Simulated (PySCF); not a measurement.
# Fe (iron, neutral) across methods

[Ar] 3d6 4s1 5s1, high-spin 7D determinant (an excited configuration). Calculation: PySCF 2.14, in aug-cc-pwCVTZ-DK (10s9p7d4f3g, 127 functions); the spin-free X2C one-electron Hamiltonian (Gaussian nucleus).

```
 method  E (hartree)  mean ε 3d β (eV)  mean ε 4s α (eV)  mean ε 5s α (eV)  Σ⟨r²⟩ (bohr²)    ⟨S²⟩
wB97M-V    -1272.315           -14.435           -11.956            -2.333          92.64  12.002
   PBE0    -1272.218           -11.946           -10.084            -1.928          97.45  12.001
    PBE    -1272.199            -9.877            -9.327            -1.670          95.69  12.001
    LDA    -1269.883            -9.872            -9.584            -1.655          95.07  12.001
 r2SCAN    -1272.402           -10.028            -9.634            -1.615          97.42  12.001
  B97-3    -1272.280           -12.146            -9.927            -1.857          99.42  12.002
    UHF  -1271.20082           -17.274           -11.945            -2.422          103.2  12.003
   BP86    -1272.632           -10.166            -9.504            -1.718          95.44  12.001
```

The outer electron is Rydberg-like, and this basis confines it to a smaller radius and binds it less than a complete one would.
